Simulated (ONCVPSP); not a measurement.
tin, ONCV: configuration errors across variants

```json
{
 "Element": "Sn (Z = 50)",
 "Generator": "ONCVPSP 4.0.1",
 "Type": "optimised norm-conserving Vanderbilt (ONCV)",
 "Functional": "PBEsol",
 "Relativity": "scalar-relativistic",
 "Frozen core": "[Ar] 3d10",
 "Valence charge": "22",
 "Reference configuration": "4s2 4p6 4d10 5s2 5p1 (charge +1)",
 "Partial waves": "4s+5s: rc 1.55 bohr, ncon 3, nbas 7, qcut 10.2 1/bohr, 2 projectors; 4p+5p: rc 1.75 bohr, ncon 4, nbas 7, qcut 9.6 1/bohr, 2 projectors; 4d: rc 1.05 bohr, ncon 4, nbas 8, qcut 7.8 1/bohr, local",
 "Local potential": "the d channel",
 "Core correction": "Teter function, fcfact 4.5, rcfact 1.3"
}
```

All-electron excitation energies from the reference (eV): (1) 4s2 4p6 4d10 5s2 5p2 -6.898; (2) 4s2 4p6 4d10 5s2 5p0 13.972; (3) 4s2 4p6 4d10 5s1 5p0 44.988; (4) 4s2 4p6 4d9 5s2 5p2 25.753.

A true bound ghost makes a file unfit for plane-wave use even where its test errors are small: the radial tests pick states by their node count and pass the ghost by.

Errors AE − PS in meV (a dash: test not solved or not reliable):

```json
{"change": "base", "(1)": "+1.5", "(2)": "-3.4", "(3)": "-12", "(4)": "+0.7", "bound ghosts": "none", "GHOST(+) flags above zero": "none"}
{"change": "d: rc 0.94", "(1)": "+1.5", "(2)": "-3.4", "(3)": "-12", "(4)": "+2.5", "bound ghosts": "none", "GHOST(+) flags above zero": "none"}
{"change": "d: rc 1.08", "(1)": "+1.5", "(2)": "-3.4", "(3)": "-12", "(4)": "+0.3", "bound ghosts": "none", "GHOST(+) flags above zero": "none"}
{"change": "d: rc 1.22", "(1)": "+1.5", "(2)": "-3.5", "(3)": "-13", "(4)": "-0.9", "bound ghosts": "none", "GHOST(+) flags above zero": "none"}
{"change": "d: rc 1.38", "(1)": "+1.4", "(2)": "-3.6", "(3)": "-14", "(4)": "-1.3", "bound ghosts": "p", "GHOST(+) flags above zero": "s"}
{"change": "d: rc 1.54", "(1)": "+5.9", "(2)": "-1.2", "(3)": "-7.7", "(4)": "+206", "bound ghosts": "p", "GHOST(+) flags above zero": "s"}
```

Question: Give the same row for: d: rc 0.8.

Answer: +1.5, -3.4, -11, +7.5; bound ghosts: none; GHOST(+) flags above zero: none.
